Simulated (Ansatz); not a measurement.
F2O (SMILES FOF) at its CCSD(T)/cc-pVQZ minimum, average atomic masses, point group C2v.
(charge 0, multiplicity 1):
```xyz
3

F     -1.10040    -0.26024     0.00000
O     -0.00070     0.61511     0.00000
F      1.10099    -0.25775     0.00000
```

Frozen-core correlation.

Codes used: Ansatz (an electronic-structure program) with Gaussian orbitals. 

Harmonic frequencies (cm⁻¹): 471 865 951.

Problem. Work out the rotational constants, the zero-point energy, and the ideal-gas entropy and heat capacity at 298.15 K and 1 bar (rigid rotor, harmonic oscillator).

Solution. 
Principal moments 8.602, 46.034, 54.637 u Å² give 16.8576/I = 1.960, 0.3662, 0.3085 cm⁻¹. Zero point: Σω/2 = 1144 cm⁻¹ = 3.27 kcal/mol. Translation R(1.5 ln M + 2.5 ln T − 1.1517) with M = 53.996 u: 158.60 J/(mol K). Rotation with σ = 2: q = 5618.2, S = R(ln q + 3/2) = 84.26. Vibration, summed over R(u/(eᵘ − 1) − ln(1 − e⁻ᵘ)) with u = 1.43878ω/T: 4.22, of which the lowest mode gives 3.07. S° = 247.1 J/(mol K); C_p = 4R + 9.61 = 42.87 J/(mol K).

Doubts at one or more of the structures used: a restricted determinant that unrestricted orbitals would lower (CCSD(T)/cc-pVQZ).
